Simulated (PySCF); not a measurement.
**Dipole moment and polarisability of 5-methoxy-3,4-dihydro-2H-pyrrole**

Species: 5-methoxy-3,4-dihydro-2H-pyrrole, C₅H₉NO.
Cartesian coordinates in Å at the GFN2-xTB level; atoms count from 1:
```xyz
16
C5H9NO angstrom
C      2.6868   -0.1772   -0.0710
O      1.5369   -0.8857    0.3566
C      0.3749   -0.2871    0.1094
N      0.2398    0.8367   -0.4572
C     -1.1620    1.1602   -0.5650
C     -1.9534    0.0647    0.1997
C     -0.8964   -0.9978    0.5190
H      3.5436   -0.7806    0.2203
H      2.6657   -0.0371   -1.1536
H      2.7272    0.8045    0.4050
H     -1.4244    1.1924   -1.6265
H     -1.3254    2.1584   -0.1527
H     -2.7654   -0.3318   -0.4059
H     -2.3779    0.4755    1.1148
H     -0.8636   -1.2804    1.5702
H     -1.0140   -1.9057   -0.0745
```

Level: CAM-B3LYP/def2-SVPD (PySCF), static field, nuclei fixed, core orbitals frozen in the response. The polarisability tensor in these axes (au):

```
x   79.95 -4.40  0.59
y   -4.40 67.31 -6.64
z    0.59 -6.64 57.33
```

Task: Diagonalise the tensor; give its mean and Δα, where Δα² is half the sum of the squared differences of the eigenvalues.

Result: Principal values 53.93, 69.03 and 81.63 au; mean 68.20 au = 10.11 Å³ = 11.24 × 10⁻⁴⁰ C²·m²/J; Δα = 24.02 au (35 % of the mean).

Task: What is the dipole moment, and where does it point?

Result: (-0.66, -0.57, 0.30) D, 0.92 D in size, pointing from the negative to the positive side. Measured along this direction, the outermost atoms are H10 and H9 at the negative end and H13 at the positive end.

Task: What are the principal values of the traceless quadrupole moment, Θ = ½Σq(3rr − r²1), about the centre of nuclear charge?

Result: -6.02, -0.14, 6.16 D·Å. The values depend on the origin, since the dipole doesn't vanish. The electronic extent ⟨r²⟩ about the same centre is 799 bohr², a root-mean-square distance of 2.04 Å for the 54 electrons.

Task: Orientational against electronic polarisability at 273 K (dilute gas, rigid molecules)?

Result: In Gaussian units μ²/3kT = 7.53 Å³ against 10.11 Å³, a ratio of 0.74; the Debye molar polarisation (4π/3)N_A(α + μ²/3kT) is 44.5 cm³/mol, leaving out the vibrational part.

Task: Estimate the molar refractivity from the static electronic polarisability.

Result: Lorentz–Lorenz: R = (4π/3)N_A α = 2.5225 cm³/(mol·Å³) × 10.11 Å³ = 25.5 cm³/mol, in the limit of long wavelengths.

Task: Give the principal axes and the span of the nuclei along them.

Result: Largest value along (0.93, -0.34, 0.12), where the nuclei span 6.11 Å; middle along (0.35, 0.82, -0.45), 3.51 Å; least along (0.06, 0.46, 0.89), 2.07 Å. The response follows the extents in order.

Isolated species at its GFN2-xTB geometry (one conformer only).
